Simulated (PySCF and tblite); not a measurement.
Electronic barriers of bond rotations, on GFN2-xTB stationary points: by GFN2-xTB itself (tblite) and by B3LYP/pcSseg-1 + D3(BJ) single points (PySCF). Paths on which the two differ by 5 kcal/mol or more were left out, since the structures then suit only one of them.

| molecule | motion | GFN2-xTB (kcal/mol) | DFT (kcal/mol) |
| --- | --- | --- | --- |
| [CH3:1][CH2:2][N:3]([CH3:4])[CH:5]=[S:6] | rotation about the C2–N3 bond (torsion C1–C2–N3–C4 from -87° to 87°, rising) | 2.4 | 3.2 |
| [O:1]=[CH:2][c:3]1[cH:4][cH:5][cH:6][c:7]([OH:8])[cH:9]1 | rotation about the C7–O8 bond (torsion C6–C7–O8–H from 180° to 360°, rising) | 6.5 | 4.5 |
| [CH2:1]=[CH:2][N:3]([CH3:4])[CH:5]=[S:6] | rotation about the C2–N3 bond (torsion C1–C2–N3–C4 from 0° to 169°, rising) | 7.5 | 7.5 |
| [CH2:1]=[C:2]([F:3])[CH:4]=[S:5] | rotation about the C2–C4 bond (torsion C1–C2–C4–S5 from 0° to 180°, rising) | 9.4 | ? |
| [N:1]#[C:2][c:3]1[cH:4][cH:5][c:6]([NH2:7])[cH:8][cH:9]1 | rotation about the C6–N7 bond (torsion C5–C6–N7–H from 17° to 197°, rising) | 9.8 | 7.7 |
| [CH3:1][C:2](=[O:3])/[C:4]([F:5])=[C:6](/[CH3:7])[OH:8] | rotation about the C6–O8 bond (torsion C4–C6–O8–H from 0° to 180°, rising) | 15.6 | 18.1 |

Task: Fit a straight line to the complete rows and predict the DFT barrier of C=C(F)C=S.

Result: DFT = -1.40 + 1.149·GFN2 (5 points, rms 1.6 kcal/mol, correlation 0.951). At 9.4 this gives 9.4 kcal/mol; the calculation itself gave 9.3 kcal/mol, so the fit is off by 0.1. One far point carries much of this line.

For scale, the study of C=C(F)C=S took 20 s on 1 thread of Intel Xeon Platinum 8375C @ 2.90GHz, on a host shared with other jobs (rough), peak memory 0.5 GiB, launched as `OMP_NUM_THREADS=1 python ens_run.py task.json out`.
